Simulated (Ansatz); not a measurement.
Ge4Te3, relaxed as a singlet with RKS PBE0-D4/def2-SVP in Ansatz, starting from the GFN1-xTB geometry. Force threshold 0.02 eV/Å.

In the def2 sets Te takes a core potential; there is no spin–orbit coupling. Another isomer (singlet) lies 0.27 eV lower at PBE0-D4/def2-TZVP; other spin states weren't run for this one.

Start:

```xyz
7

Ge    2.1078   -1.5550    0.2851
Ge    1.2567    0.1946   -0.9901
Ge   -1.1848    1.3841    2.0817
Ge   -0.9213    0.1624   -1.9690
Te   -2.3094    1.2872   -0.1305
Te    1.1880    0.7029    1.6038
Te   -0.1370   -2.1762   -0.8809
```

| step | energy (eV) | largest force component (eV/Å) | SCF passes |
| --- | --- | --- | --- |
| 1 | -247902.0503 | 1.793 | 19 |
| 2 | -247902.4311 | 0.470 | 28 |
| 3 | -247902.5048 | 0.243 | 23 |
| 4 | -247902.5253 | 0.114 | 22 |
| 5 | -247902.5317 | 0.060 | 24 |
| 6 | -247902.5396 | 0.148 | 24 |
| 7 | -247902.5497 | 0.094 | 24 |
| 8 | -247902.5553 | 0.040 | 23 |
| 9 | -247902.5559 | 0.016 | 25 |

Force components are those of the run's own axes.

End:

Cartesian coordinates in Å:
```
Ge 1.956 -1.633 0.615
Ge 1.462 0.170 -1.169
Ge -1.222 1.102 2.204
Ge -0.994 0.227 -2.102
Te -2.335 1.275 -0.052
Te 1.312 0.945 1.431
Te -0.179 -2.086 -0.926
```

By distances, no bond broke or formed. The bond that changes most is Ge1–Ge2, from 2.33 to 2.58 Å (atoms count from 1).

No frequencies were taken in this run, so the end may be a saddle point.

It took 3.9 min on 4 threads of Intel Xeon on a shared host, peak host memory 1.1 GiB.
